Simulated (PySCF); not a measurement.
# Computed structure and properties of Nd(NO3)3

System: Nd(NO3)3 (singlet in the valence; each metal's 4f electrons, 3 of them, lie in its core potential, out of spins and levels); start: displaced along the imaginary mode (D3). Method: PySCF 2.14.0, RKS r2SCAN, Nd lcecp-1-SVP with ECP49, O def2-SVP, N def2-SVP; non-relativistic Hamiltonian with scalar-relativistic core potentials where named; density fitting; no spin-orbit coupling.

Input of the relaxation:

```python
mol = gto.M(atom='''
Nd    -0.00000     0.00000    -0.00000
O      2.13305     0.25000     1.08223
O      2.13305    -0.25000    -1.08223
N      2.83772    -0.00001     0.00000
O      4.02661    -0.00001     0.00000
O     -1.28303     1.72228     1.08223
O     -0.85001     1.97228    -1.08223
N     -1.41886     2.45754     0.00000
O     -2.01330     3.48715     0.00000
O     -0.85002    -1.97227     1.08223
O     -1.28303    -1.72227    -1.08223
N     -1.41887    -2.45754    -0.00000
O     -2.01331    -3.48714    -0.00000''',
    basis={'Nd': 'lcecp-1-SVP', 'O': 'def2-SVP', 'N': 'def2-SVP'},
    ecp={'Nd': 'lcecp-1-SVP'},
    charge=0, spin=0)
mf = dft.RKS(mol, xc='R2SCAN')
mf.grids.atom_grid = (50, 194)  # f atoms: unpruned, at least (60, 302)
mf = mf.density_fit()  # fitting sets: Nd AutoAux, O def2-universal-JKFIT, N def2-universal-JKFIT
mf.conv_tol = 1e-08; mf.max_cycle = 55
mf.kernel(dm0)  # dm0: converged density of the start geometry
# quasi-Newton relaxation in Cartesian coordinates to a largest gradient under 0.00045 Eh/bohr, steps kept in the point group
```

Run from Python with OMP_NUM_THREADS=4; the lines above give its settings. Where DIIS fails, smearing, a level shift and second-order steps follow.
It took 120 s on 4 threads of Arm Neoverse V2 (shared host), from the converged density of the start.

Course of the relaxation:

| step | energy above end (eV) | largest force component within the symmetry (eV/Å) |
| --- | --- | --- |
| 0 | 0.1077 | 1.211 |
| 1 | 0.0096 | 0.303 |
| 2 | 0.0059 | 0.154 |
| 3 | 0.0050 | 0.053 |
| 4 | 0.0032 | 0.163 |
| 5 | 0.0020 | 0.152 |
| 6 | 0.0010 | 0.050 |
| 7 | 0.0005 | 0.010 |
| 8 | 0.0002 | 0.014 |
| 9 | 0.0000 | 0.006 |
| 10 | 0.0000 | 0.001 |

Relaxed geometry (D3):

```xyz
13

Nd    0.0000    0.0000    0.0000
O     2.1343    0.1560    1.0706
O     2.1343   -0.1560   -1.0706
N     2.8390    0.0000    0.0000
O     4.0279    0.0000    0.0000
O    -1.2022    1.7703    1.0706
O    -0.9320    1.9263   -1.0706
N    -1.4195    2.4586    0.0000
O    -2.0139    3.4883    0.0000
O    -0.9321   -1.9263    1.0706
O    -1.2022   -1.7703   -1.0706
N    -1.4195   -2.4586    0.0000
O    -2.0139   -3.4882    0.0000
```

| contact | Å |
| --- | --- |
| Nd1–O2 (NO3) | 2.393 |
| Nd1–O7 (NO3) | 2.393 |
| Nd1–O11 (NO3) | 2.393 |

On the finer grid (75, 302):

```yaml
HOMO: -7.95 eV
LUMO: -3.74 eV
Dipole_about_the_centre_of_mass: 0.00 D
Set_of_Mulliken_populations_of_Nd1_outside_the_core_potential: s 2.19, p 6.25, d 1.14, f 0.07
D3_BJ_dispersion_energy_not_in_the_energies: -0.095 eV
```

```
atom  Mulliken (e)  Löwdin (e)  spin (e)
 Nd1          1.34        0.68      0.00
  O2         -0.37       -0.23      0.00
  O3         -0.37       -0.23      0.00
  N4          0.45        0.34      0.00
  O5         -0.16       -0.11      0.00
  O6         -0.37       -0.23      0.00
  O7         -0.37       -0.23      0.00
  N8          0.45        0.34      0.00
  O9         -0.16       -0.11      0.00
 O10         -0.37       -0.23      0.00
 O11         -0.37       -0.23      0.00
 N12          0.45        0.34      0.00
 O13         -0.16       -0.11      0.00
```

The 4f levels lie in the core potential and are missing. Their spin isn't counted.

No frequency check is given for this geometry.

Taking off one NO3 (charge -1, singlet; the rest: singlet) in vacuum, both parts rigid, costs 9.02 eV; the small basis without counterpoise inflates it. Most of it is the attraction of opposite charges; other ways to part are cheaper, and one spin state was tried for the rest.

Rigid scan of NO3 along the line from its metal:

(distance to the donors' midpoint (Å), energy (eV)): (1.83, 0.879), (1.93, 0.354), (2.03, 0.082), (2.13, 0.000), (2.23, 0.050), (2.33, 0.194), (2.53, 0.648), (2.83, 1.488), (3.23, 2.571)

One start shape was tried, so this needn't be the lowest isomer.

An lcecp potential fixes the number of 4f electrons, so in runs with it no electron can move into or out of that shell.
